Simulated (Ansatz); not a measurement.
Basis-set extrapolation for `FC(F)(Cl)C[SiH3]` (PBE0-D4/def2-TZVP geometry, frozen core, Ansatz). Multiplicity 1, RHF reference.

```csv
,def2-TZVPP,def2-QZVPP
HF,-1026.099669,-1026.133373
MP2 correlation,-1.147912,-1.247044
CCSD(T) correlation,-1.240865,not run
```

Energies in hartree. Use E(X) = E(∞) + A·exp(−7.88·√X) for Hartree–Fock and E(X) = E(∞) + B·X^(−2.97) for correlation, with X = 3 and 4, and add CCSD(T) minus MP2 of the smaller set to the MP2 limit.

What is the CCSD(T) energy at the basis-set limit?

HF limit: -1026.133373 + (-0.033704) × 0.13774 = -1026.13802. MP2 limit: -1.247044 + (-0.099132) × 0.74074 = -1.32048. Higher-order term: -1.240865 − (-1.147912) = -0.09295. Total: -1027.55145 hartree, 5.74 eV below CCSD(T)/def2-TZVPP.
